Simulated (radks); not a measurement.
Results of a calculation; reference values are marked as such.
Problem. Neutral ytterbium, [Xe] 4f14 6s2. Level of theory: non-relativistic Kohn-Sham, LDA (Slater exchange, Perdew-Wang correlation), spin-polarised, spherical densities, point nucleus (a radial shooting solver on a logarithmic mesh with Libxc functionals). Every spin shell is full or empty, so the densities are truly spherical. Functionals are evaluated on that one density, not self-consistently. Rank these orbital-free kinetic functionals by their error against the exact value of the orbitals, and give that value: Thomas-Fermi, von Weizsacker, TF + vW, TF + vW/9, TF + vW/5, LC94, APBEK, revAPBEK, Perdew 92, Thakkar, Pearson, LKT, PG1, DePristo-Kress, Ernzerhof.

Solution. Exact: 13382.8 hartree. From best to worst, with 100 (|E| - |E exact|)/|E exact| (equal figures are ties): APBEK -0.02, LC94 -0.06, revAPBEK +0.12, DePristo-Kress -0.26, Ernzerhof -0.55, Perdew 92 -0.77, TF + vW/9 -0.78, Thakkar -0.81, Pearson -0.95, TF + vW/5 +2.52, Thomas-Fermi -4.89, PG1 +13.00, LKT +16.67, TF + vW +32.16, von Weizsacker -62.95.
